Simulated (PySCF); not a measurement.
C3H8O2Si, SMILES C=C[Si@H](OC)O. The structure is a stationary point at PBE-D3(BJ)/def2-SVP. The structure was generated by enumeration; whether it is a known compound was not checked. One conformer was computed; it need not be the lowest.

Give the equilibrium geometry at PBE-D3(BJ)/def2-SVP (PySCF confirms it by a frequency run) as a Z-matrix. (Estimate from the structure and the level; the computed values follow.)

This is not unique; one that fits is 
```
Si
O 1 1.6797
C 2 1.4142 1 123.14
H 3 1.1096 2 108.78 1 -179.05
H 3 1.1138 4 108.13 2 121.88
H 3 1.1150 4 107.90 5 116.27
O 1 1.6826 2 112.54 3 -62.96
H 7 0.9739 1 113.69 2 -69.70
H 1 1.4994 2 110.62 3 51.55
C 1 1.8663 9 114.59 7 121.95
C 10 1.3489 1 122.89 9 120.98
H 11 1.1034 10 120.82 1 -1.07
H 11 1.1043 12 116.89 10 179.87
H 10 1.1066 11 118.68 12 179.84
```
Charge 0, spin multiplicity 1.
